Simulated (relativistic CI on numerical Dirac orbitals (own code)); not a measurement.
# Cu2+: L2,3 absorption edge

Computed with this model: Dirac-Coulomb-Breit CI, KLI orbitals optimised for each configuration, QED by a radiative potential, valence Slater integrals scaled by 0.9, multiplet model of core-to-valence dipole absorption; configurations [Ar] 3d9 → [He] 2s2 2p5 3s2 3p6 3d10; 300 K; Lorentzian 0.4 eV and Gaussian 0.3 eV FWHM. Energies are those of the free ion, without screening or charge transfer. The branching ratio is the share of the lower-energy edge in the whole absorption, uncertain by about 0.02 where the edges overlap. S is read from ⟨S²⟩ = S(S + 1).

Field parameters in Wybourne normalisation: D4h B²₀ = −7Ds, B⁴₀ = 21(Dq − Dt), B⁴₄ = 21√(5/14) Dq. The field is a parameter set, without covalency.

Case D4h, 10Dq = 15400, Ds = -210, Dt = 530 cm⁻¹, the dichroism is that of the ground state at zero temperature, magnetised by exchange field 10 meV on Sz. The dichroism I(Δm = −1) − I(Δm = +1), over the sum of the three polarisations, integrates to -0.3821 on the lower edge and 0.2707 on the upper edge. The branching ratio is 0.729.

**Question.** Use the orbital sum rule with 1 holes to get ⟨Lz⟩.

**Answer.** For a p → d edge ⟨Lz⟩ = 2 × n_h × (sum of both integrals) in this sign convention = -0.22; the ground state itself has ⟨Lz⟩ = -0.20 and ⟨Sz⟩ = -0.50. The rule assumes one radial integral for both edges, which relativistic orbitals only approach.
